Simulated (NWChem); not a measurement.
# C3H6Cl2; SMILES C(C)(Cl)(Cl)C

Results from NWChem. Pople sets run with spherical d functions. Each level has its own optimisation; frequencies are unscaled.

For level Hartree-Fock/6-31G*:

```yaml
highest harmonic frequency (cm⁻¹): 3323
lowest (cm⁻¹): 280
zero-point energy (kcal/mol): 57.4
dipole (D): 2.63
```

Q: How do the values read with level Hartree-Fock/STO-3G instead?

A: 
| Item | Result |
|---|---|
| highest harmonic frequency (cm⁻¹) | 3772 |
| lowest (cm⁻¹) | 254 |
| zero-point energy (kcal/mol) | 63.4 |
| dipole (D) | 3.03 |
